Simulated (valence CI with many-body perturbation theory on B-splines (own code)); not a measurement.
Sn XXVIII: calculated level list

Computed by configuration interaction combined with many-body perturbation theory (CI+MBPT): five valence electrons over a frozen Dirac-Fock core [Ar], a basis of 7 s, 7 p, 8 d, 6 f, 4 g, 1 h functions for each j, with the one-electron correlation potential Σ1 (screened to all orders), the two-electron term Σ2, the three-electron term Σ3, Breit, model QED; selected single and double excitations, second order for the rest, scaled by the run's own slope (own B-spline code, finite nucleus).

The last digits are not significant, and no measured levels were compared; by estimate large intervals hold to a few tenths of a per cent, small ones and those within an open d or f shell to about a per cent. Among the levels kept, up to 600 cm⁻¹ of a level comes from second order outside the variational space, and about a tenth of that is noise between levels of different J, which matters for small intervals. Only levels of the ground parity were solved; by the run's estimate the other parity begins above the list, which can be wrong where configurations are misplaced.

Levels 1 to 32 of 32, with energies above the lowest level, 3d5 6S_5/2. "Leading %" is the weight of the configuration and term that name the level; weights of strongly mixed levels are sums over their largest components and can fall short, so below about 35 % the name and the second component can differ from the true leading terms, or belong to a minority configuration. In the jj column 3d3/2^4 stands for four electrons in 3d with j = 3/2. Lifetimes count E1, E2, E3, M1 and M2 decay at the calculated energies, and are blank where another channel may lead or the interval is too uncertain; long ones can be off by a factor of two.

```csv
No.,Configuration,Term,J,E (cm⁻¹),Leading %,Leading jj,Lifetime
1,3d5,6S,5/2,0,73,3d3/2^3 3d5/2^2 (40 %),
2,3d5,4G,5/2,85306,25,3d3/2^4 3d5/2 (59 %),137 μs
3,3d5,4G,7/2,126160,55,3d3/2^3 3d5/2^2 (91 %),425 μs
4,3d5,4P,3/2,130250,43,3d3/2^3 3d5/2^2 (89 %),68.5 μs
5,3d5,4G,11/2,132150,67,3d3/2^3 3d5/2^2 (81 %),
6,3d5,4G,5/2,141970,38,3d3/2^3 3d5/2^2 (53 %),106 μs
7,3d5,4G,9/2,143110,74,3d3/2^3 3d5/2^2 (64 %),6.84 ms
8,3d5,4P,1/2,152960,65,3d3/2^3 3d5/2^2 (61 %),1.99 ms
9,3d5,4D,7/2,178290,50,3d3/2^2 3d5/2^3 (61 %),265 μs
10,3d5,2D,5/2,184890,34,3d3/2^3 3d5/2^2 (52 %),74.3 μs
11,3d5,2I,11/2,202750,66,3d3/2^2 3d5/2^3 (84 %),187 μs
12,3d5,2F,7/2,204710,38,3d3/2^3 3d5/2^2 (54 %),242 μs
13,3d5,4D,1/2,210120,73,3d3/2^2 3d5/2^3 (88 %),110 μs
14,3d5,4D,3/2,211440,41,3d3/2^2 3d5/2^3 (56 %),190 μs
15,3d5,2G,9/2,218850,47,3d3/2^2 3d5/2^3 (65 %),203 μs
16,3d5,4F,3/2,221580,48,3d3/2^2 3d5/2^3 (78 %),41.8 μs
17,3d5,2I,13/2,223220,100,3d3/2^2 3d5/2^3 (100 %),1.04 ms
18,3d5,2F,5/2,236170,34,3d3/2^2 3d5/2^3 (67 %),53.9 μs
19,3d5,2H,9/2,260310,53,3d3/2^2 3d5/2^3 (99 %),54.8 μs
20,3d5,4F,5/2,267650,35,3d3/2^2 3d5/2^3 (57 %),42.1 μs
21,3d5,2G,7/2,271160,60,3d3/2^2 3d5/2^3 (94 %),216 μs
22,3d5,2F,5/2,287870,42,3d3/2^2 3d5/2^3 (54 %),37.5 μs
23,3d5,2D,3/2,288920,61,3d3/2 3d5/2^4 (44 %),109 μs
24,3d5,2F,7/2,295770,64,3d3/2^2 3d5/2^3 (49 %),56.0 μs
25,3d5,2S,1/2,309990,76,3d3/2^2 3d5/2^3 (40 %),49.0 μs
26,3d5,4F,7/2,315930,48,3d3/2 3d5/2^4 (73 %),47.7 μs
27,3d5,2G,9/2,321950,50,3d3/2 3d5/2^4 (54 %),92.5 μs
28,3d5,2H,11/2,321970,66,3d3/2 3d5/2^4 (95 %),38.5 μs
29,3d5,2D,3/2,349150,78,3d3/2 3d5/2^4 (57 %),27.8 μs
30,3d5,2D,5/2,359010,60,3d3/2 3d5/2^4 (66 %),29.9 μs
31,3d5,2G,9/2,386470,95,3d3/2^2 3d5/2^3 (57 %),
32,3d5,2D,5/2,387750,55,3d5/2^5 (44 %),34.2 μs
```

Names give the largest LS component (configuration and term), which can be under half, so a name can repeat, a term be missing and a line seem to break the LS rules; names also repeat where a configuration has a term twice.

The ionisation energy to 3d4 5D_0 of the next ion comes out as 1507.5 eV (NIST: 1508 ± 4 eV (theoretical)). All 32 levels together are meant to be complete up to 402210 cm⁻¹.
